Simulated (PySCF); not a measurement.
A structure optimised at PBE-D3(BJ)/def2-SVP, used in a PySCF frequency run:

```
C
C 1 1.3492
H 2 1.1019 1 121.52
H 2 1.1020 3 117.17 1 179.84
C 1 1.5077 2 121.89 3 -0.03
H 5 1.1069 1 111.91 2 2.69
H 5 1.1111 6 107.83 1 122.98
H 5 1.1120 6 108.28 7 114.48
C 1 1.5149 2 121.49 3 -179.94
H 9 1.1098 1 109.07 2 -7.53
H 9 1.1143 10 106.31 1 117.07
C 9 1.5364 10 109.48 11 117.37
H 12 1.1086 9 111.00 10 -56.02
H 12 1.1090 13 107.25 9 122.65
H 12 1.1092 13 107.89 14 115.63
```
Charge 0, spin multiplicity 1.

Q: Write its SMILES and formula.

A: C=C(C)CC, C5H10

Q: What are its rotational constants (standard atomic weights)?

A: 7.1681, 3.7034, 2.8078 GHz
